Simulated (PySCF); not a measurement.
## Molybdenum: highly charged ions in a basis for the neutral atom

Mo¹¹⁺ [Ar] 3d10 4s2 4p1, Mo¹²⁺ [Ar] 3d10 4s2. Computed with PySCF 2.14 in def2-TZVP with the def2 core potential (28 electrons), with a scalar-relativistic core potential. No spin-orbit coupling, so a gap to NIST mixes the basis error with missing relativistic terms.

Changed run: basis of the neutral atom used for a highly charged ion. This setting is unsound on purpose.

| species | method | sound run (hartree) | changed run (hartree) | converged |
| --- | --- | --- | --- | --- |
| Mo¹¹⁺ | UHF | not run | -29.49011 | yes |
| Mo¹¹⁺ | r2SCAN | not run | -29.61775 | yes |
| Mo¹¹⁺ | PBE0 | not run | -29.61564 | yes |
| Mo¹²⁺ | UHF | not run | -21.17200 | yes |
| Mo¹²⁺ | r2SCAN | not run | -21.26249 | yes |
| Mo¹²⁺ | PBE0 | not run | -21.26472 | yes |

Ionisation energy of Mo¹¹⁺:

```csv
method,changed run (eV),NIST (eV)
UHF,226.35,230.28 ± 0.06
r2SCAN,227.36,230.28 ± 0.06
PBE0,227.24,230.28 ± 0.06
```

The contracted functions were made for the neutral atom and can be too rigid for a highly charged ion.
